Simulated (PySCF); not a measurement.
**CrF₄: fields on a plane**

All numbers come from UPBE0/[Cr def2-SVP, F def2-SVP], no relativity, density fitting, PySCF.

The triplet minimum has Cr–F 1.683 Å (×4); F–Cr–F 109.5° (×6).

The plane holds Cr1 at (0.00, 0.00), F2 at (1.68, 0.00), F3 at (-0.56, 1.59) Å. Columns run from x = -2.55 to 4.05 Å, rows from y = 3.75 (top) to -1.95 Å, in steps of 0.3 Å. Other isomers or separated fragments may lie lower.

**Question.** Give the electrostatic potential (V) (cut at 20 V). Lower edges of the bins (V): '_' -0.50, '.' -0.38, ':' -0.19, '-' 0.11, '=' 0.60, '+' 1.36, '*' 2.57, '#' 4.49, '%' 7.53, '@' 12.36; top 20.0, each point printed twice.

**Answer.** 
```
::::::::........::::::::::::::::::::::::::::::
::::::..............::::::::::::::::::::::::::
::::......______....::::::::::::::::::::::::::
::....____________....::::::::::::::::::::::::
::....____::--==--::::::::----::::::::::::::::
::......--**%%%%**==::----------::::::::::::::
::::..::++@@@@@@@@**==----------::::::::::::::
::::::--**@@@@@@@@%%++++====----::::::::::::::
--------**@@@@@@@@%%##**++==--::::......::::::
----====**%%@@@@@@@@%%##**++==--::........::::
--====++**##@@@@@@@@@@%%######**==::____....::
====++**##%%@@@@@@@@@@@@@@@@@@@@##==____....::
====++**##@@@@@@@@@@@@@@@@@@@@@@@@++..__....::
====++**##@@@@@@@@@@@@@@@@@@@@@@@@++..__....::
====++**##%%@@@@@@@@@@@@@@@@@@@@##==____....::
--====++**##%%@@@@@@@@@@######**==::____....::
--====++++**##%%@@@@%%##**++==--::........::::
----======++**########****++==--::....::::::::
--------====++++******++++==----::::::::::::::
----------======++++++++====------::::::::::::
```

**Question.** Give the spin density (e/Å³) (cut at ±0.5 e/Å³). Every second row and column.

**Answer.** 
```
 0.00  0.00  0.00  0.00  0.00  0.00  0.00  0.00  0.00  0.00  0.00  0.00
 0.00  0.00  0.00  0.00  0.00  0.00  0.00  0.00  0.00  0.00  0.00  0.00
 0.00  0.00  0.00  0.00  0.00  0.00  0.00  0.00  0.00  0.00  0.00  0.00
 0.00  0.00  0.00 -0.09  0.04  0.00  0.00  0.00  0.00  0.00  0.00  0.00
 0.00  0.00  0.01  0.08 -0.03  0.00  0.00  0.00  0.00  0.00  0.00  0.00
 0.00  0.00  0.00  0.01  0.05  0.28  0.00  0.01  0.00  0.00  0.00  0.00
 0.00  0.00  0.00  0.05  0.50  0.50 -0.01  0.30 -0.03  0.00  0.00  0.00
 0.00  0.00  0.00  0.17  0.50  0.27  0.00  0.09  0.00  0.00  0.00  0.00
 0.00  0.00  0.00  0.01  0.04  0.00  0.00  0.00  0.00  0.00  0.00  0.00
 0.00  0.00  0.00  0.00  0.00  0.00  0.00  0.00  0.00  0.00  0.00  0.00
```

With open d or f shells other occupations or spin states may lie lower.
